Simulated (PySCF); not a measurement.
**[PbF2]2+ at several levels of theory**

Computed with PySCF 2.14.0 (density fitting, no spin-orbit coupling) at the geometry relaxed with PBE0:

```xyz
3
[PbF2]2+ (singlet)
Pb    0.0000    0.0000    0.3882
F     1.9376    0.0000    0.3889
F    -1.9376    0.0000    0.3889
```

```csv
level,basis,state,HOMO (eV),gap (eV),charge on Pb1 (e),dipole about the centre of mass (D),largest force component (eV/Å)
PBE0,"Pb def2-SVP with ECP60, F def2-SVP",singlet,-26.29,5.33,2.09,0.00,0.01
PBE0,"Pb def2-TZVP with ECP60, F def2-TZVP",singlet,-26.13,5.44,2.02,0.00,1.55
```

Charges are Mulliken's, which hang on the basis. The relaxation used the grid (50, 194), these runs (75, 302) or, all-electron (x2c bases, spin-free X2C Hamiltonian), (99, 590).

Problem. A further run in the first row's basis gives HOMO (eV) -25.10, gap (eV) 3.70, charge on Pb1 (e) 2.06, dipole about the centre of mass (D) 0.00, largest force component (eV/Å) 0.37. Which level was it?
A. TPSSh
B. wB97X

Solution. A. The others give HOMO -28.75 eV (wB97X).

In the first row's basis the gap widens with exact exchange: 3.7 to 5.3 eV for TPSSh, PBE0 (a fixed share); 9.9 eV for wB97X (rising or full at long range).
